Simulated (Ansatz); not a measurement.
Consider the ligand exchange at the Si–C bond: `N=CC[SiH2][SiH3]` + HI → `[SiH3][SiH2]I` + `CC=N`.

Program: Ansatz. Geometries: PBE0-D4/def2-TZVP. ΔE: electronic, gas phase. CCSD(T)/CBS is the MP2 limit (def2-TZVPP, def2-QZVPP) plus CCSD(T) − MP2 in def2-TZVPP, frozen cores. DFT in def2-TZVPP. def2 core potentials past Kr. For I outer-core shells are correlated without core-valence functions, which leaves a few kJ/mol of doubt a bond. Each species was taken in one conformer, which may not be the lowest.

```
             level  ΔE (kJ/mol)
         r2SCAN-D4        -91.3
           ωB97X-V        -90.5
           ωB97M-V        -90.0
     HF/def2-TZVPP       -105.7
SCS-MP2/def2-TZVPP        -92.1
SCS-MP2/def2-QZVPP        -97.2
      HF/CBS(def2)       -106.1
    CCSD/CBS(def2)        -97.0
```

Problem. What does CCSD(T)/CBS give? (Best estimate.)

Solution. The calculation gave: -95.0 kJ/mol. The listed levels differ from it by 3.7, 4.5, 5.0, -10.7, 2.9, -2.2, -11.1, -2.0 kJ/mol.

Largest T1 diagnostic among the species: 0.013.

In def2-TZVPP, CCSD(T) changes the Hartree–Fock value by +19.9 kJ/mol (the triples alone add +2.0 kJ/mol) and MP2 by +12.9 kJ/mol. From PBE to PBE0 (25 % exact exchange), in def2-TZVPP and without D4, ΔE moves by −3.3 kJ/mol. The D4 term adds +5.9 kJ/mol with B3LYP and +3.8 kJ/mol with PBE0; it sums over pairs of atoms, weighted by their polarisabilities, and B3LYP, whose exchange is more repulsive, gets the larger term.

B3LYP here is the variant with VWN-RPA as its local correlation; programs differ in this.
